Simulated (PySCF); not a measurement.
Open-shell species derived from `C#Cc1ccccc1Cl`. All by UKS B3LYP (pcH-1 on C Cl H) in PySCF, non-relativistic with spin–orbit coupling as a perturbation, on GFN2-xTB geometries; isolated species, one conformer each; SCF stability not tested; anions may not bind their extra electron in the gas phase. Couplings are magnitudes for isotopes of over 50 % abundance, averaged over nuclei equivalent by connectivity (but not across a short bond from an atom whose three angles sum to over 350°); populations are Mulliken's. The geometries weren't refined by DFT: couplings that depend on bond lengths, twists or pyramidal angles can differ widely from those at the functional's own minimum, by a factor of two or more for some ions and for spin on atoms past the first row.

```tsv
species	change	⟨S²⟩	g1	g2	g3	largest spin population on	largest couplings
C#CC1=C[CH]CC=C1Cl	H added to aryl C	0.785	2.0022	2.0024	2.0026	carbon bonded to 3 C (0.48)	2 × 1H 129 MHz, 1 × 1H 25 MHz, 1 × 1H 24 MHz, 1 × 1H 23 MHz, and 1 smaller
[H]/[C-]=[C]/c1ccccc1Cl (charge -1 and doublet state)	electron added	0.763	2.0020	2.0028	2.0033	carbon bonded to 2 C and H (0.37)	1 × 1H 24 MHz, 1 × 1H 15 MHz, 1 × 1H 10 MHz
```

Task: Predict the same entries for `[CH+]=[C]c1ccccc1Cl` [radical] (charge +1) (electron removed).

Result: ⟨S²⟩: 0.765; g1: 2.0020; g2: 2.0070; g3: 2.0138; largest spin population on: carbon bonded to C and H (0.35); largest couplings: 1 × 1H 28 MHz, 1 × 1H 13 MHz, 1 × 1H 9 MHz, 1 × 35Cl 6 MHz, and 2 smaller. The largest Mulliken spin populations are on C1 (+0.35), C3 (+0.24), C8 (+0.20) and C6 (+0.19). Four atoms exceed +0.15. (Numbering: [CH+:1]=[C:2][c:3]1[cH:4][cH:5][cH:6][cH:7][c:8]1[Cl:9] (hydrogens: H10 on C1; H11 on C4; H12 on C5; H13 on C6; H14 on C7).)

Task: Which has the highest and which the lowest g_iso, and which the widest g anisotropy?

Result: Highest: [CH+]=[C]c1ccccc1Cl (charge +1 and doublet state) (2.0076, largest spin population on carbon bonded to C and H). Lowest: C#CC1=C[CH]CC=C1Cl (2.0024, largest spin population on carbon bonded to 3 C). Widest: [CH+]=[C]c1ccccc1Cl (charge +1 and doublet state), g3 − g1 = 0.0118, which alone would spread the powder pattern at 94 GHz over 19.7 mT.

Task: How many first-order lines does each doublet give under fast tumbling, over what width, and where is its centre at 9.5 GHz?

Result: 
| species | lines | width (mT) | centre (mT) |
| --- | --- | --- | --- |
| [CH+]=[C]c1ccccc1Cl (charge +1 and doublet state) | 128 | 2.7 | 338.09 |
| C#CC1=C[CH]CC=C1Cl | 48 | 12.1 | 338.97 |
| [H]/[C-]=[C]/c1ccccc1Cl (charge -1 and doublet state) | 8 | 1.7 | 338.92 |

Splittings under 0.05 mT aren't counted.

The drawing needn't show where the spin sits: the atom drawn as the radical centre holds a spin population of -0.04 in [CH+]=[C]c1ccccc1Cl (charge +1 and doublet state), 0.35 in C#CC1=C[CH]CC=C1Cl and -0.03 in [H]/[C-]=[C]/c1ccccc1Cl (charge -1 and doublet state).
